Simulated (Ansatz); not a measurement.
A structure relaxed at r2SCAN-D4/def2-TZVPD in Ansatz, charge -1, doublet:

```xyz
3

Ge    1.685   -1.266    0.618
Te   -0.244   -0.510   -0.745
Te   -1.442    1.777    0.128
```

Task: Give its formula and point group.

Result: GeTe2⁻. Point group Cs (tolerance 0.1 Å).

Task: Summarise the bond lengths by kind (pairs closer than 1.2 times the sum of covalent radii, bridged metal pairs left out).

Result: 1 × Ge–Te 2.48 Å; 1 × Te–Te 2.72 Å.

In the def2 sets Te takes a core potential; there is no spin–orbit coupling. The relaxation made no stability test and no search for a lower SCF solution. Another isomer (doublet) lies 1.09 eV lower at PBE0-D4/def2-TZVPD; other spin states weren't run for this one.
